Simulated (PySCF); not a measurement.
## How methods differ on the ionisation energy of Sc

Sc [Ar] 3d1 4s2 (2D) → Sc+ [Ar] 3d1 4s1 (3D), as a difference of total energies. Calculation: PySCF 2.14, in aug-cc-pVQZ-DK (9s8p6d4f3g2h, 140 functions); the spin-free X2C one-electron Hamiltonian (Gaussian nucleus). Correlated levels: valence: [Ar] frozen. The calculations carry no spin-orbit coupling.

```csv
method,ionisation energy (eV)
UHF,5.388
LDA,6.682
PBE,6.529
PBE0,6.374
BLYP,6.546
BHandHLYP,6.369
MP2 (valence),6.121
SCS-MP2 (valence),6.273
```

Problem. How much does correlation contribute at MP2 (valence)?

Solution. 6.121 − (5.388) = 0.733 eV, measured against UHF.

MP2 underrates the near-degeneracy of ns² with np² in the lower species.

For comparison: 6.562 eV (measured; NIST levels, between the centres of gravity of the two terms).
